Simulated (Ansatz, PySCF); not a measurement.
C3H3F4, SMILES F[C](F)CC(F)F, multiplicity 2. Atoms are numbered in the order given.

```xyz
10

F      2.2924    -0.8552    -0.2881
C      1.2429    -0.0394    -0.2293
F      1.5635     1.0857     0.4201
C     -0.0216    -0.6762     0.2321
C     -1.2030     0.2675     0.1717
F     -1.4297     0.6383    -1.1152
F     -2.3092    -0.3786     0.6225
H     -0.2441    -1.5523    -0.3964
H      0.0963    -1.0294     1.2758
H     -1.0596     1.1827     0.7742
```
Charge 0, spin multiplicity 2.

Geometry optimised at r2SCAN-D4/def2-SVP. The isomer is the one that the SMILES or the coordinates give; other isomers of the formula were not compared. The values are those of a single conformer.

Two levels are set side by side: PBE-D3(BJ)/def2-SVP (Ansatz, a program for electronic structure) and r2SCAN-D4/def2-SVP (Ansatz). Each level has its own optimised geometry; the coordinates shown are those of the second. Frequencies come from the Hessian of PySCF at each geometry. Differences are taken from unrounded values.

```
quantity                            r2SCAN-D4
----------------------------------  ---------
mean bond length (Å)                    1.300
bond F1–C2 (Å)                          1.331
bond C2–F3 (Å)                          1.338
bond C2–C4 (Å)                          1.489
bond C4–C5 (Å)                          1.513
bond C5–F6 (Å)                          1.358
bond C5–F7 (Å)                          1.358
bond C4–H8 (Å)                          1.101
bond C4–H9 (Å)                          1.108
bond C5–H10 (Å)                         1.105
highest harmonic wavenumber (cm⁻¹)       3128
mean harmonic wavenumber (cm⁻¹)          1119
zero-point energy (kcal/mol)            38.38
```

Question: What does PBE-D3(BJ) give, and how far is it from r2SCAN-D4? (An estimate is asked for; the answer gives what the named calculation found.)

Answer: 
```csv
quantity,PBE-D3(BJ),PBE-D3(BJ) minus r2SCAN-D4
mean bond length (Å),1.308,0.008
bond F1–C2 (Å),1.338,0.007
bond C2–F3 (Å),1.345,0.007
bond C2–C4 (Å),1.495,0.006
bond C4–C5 (Å),1.522,0.009
bond C5–F6 (Å),1.365,0.007
bond C5–F7 (Å),1.366,0.008
bond C4–H8 (Å),1.108,0.007
bond C4–H9 (Å),1.117,0.008
bond C5–H10 (Å),1.114,0.009
highest harmonic wavenumber (cm⁻¹),3059,-69
mean harmonic wavenumber (cm⁻¹),1087,-31
zero-point energy (kcal/mol),37.30,-1.08
```
